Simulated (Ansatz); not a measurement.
System: C2HClF2, net charge 0, singlet state. 
Coordinates optimised at B3LYP-D3(BJ)/def2-TZVP (Ansatz, a first-principles code):
```
C
F 1 1.3142
C 1 1.3211 2 125.89
F 1 1.3214 2 110.95 3 180.00
H 3 1.0772 1 120.39 2 -180.00
Cl 3 1.7210 5 117.15 1 -180.00
```

CCSD(T) with Ansatz in growing basis sets, 30 correlated electrons. Cores are frozen in the correlated levels unless marked. Open shells are spin-unrestricted. No spin-orbit coupling. Non-relativistic. Costs are ratios of core time to the smallest set, on shared machines of one kind, and rough; they hold the program's checks for lower states.

```json
[
 {"basis": "aug-cc-pV(D+d)Z", "functions": "133", "cost over smallest": "1×", "E(corr) (Eh)": "-0.8732", "electronic atomisation energy (kcal/mol)": "512.8"},
 {"basis": "aug-cc-pV(T+d)Z", "functions": "262", "cost over smallest": "8×", "E(corr) (Eh)": "-1.0830", "electronic atomisation energy (kcal/mol)": "543.8"}
]
```

Formally CCSD grows as o²v⁴ and (T) as o³v⁴; with o = 15 and v going from 109 to 238 both grow 23-fold in the last step, while integrals and the mean field grow more slowly. That step adds 209.8 mEh of correlation energy and 31.0 kcal/mol to the atomisation energy.
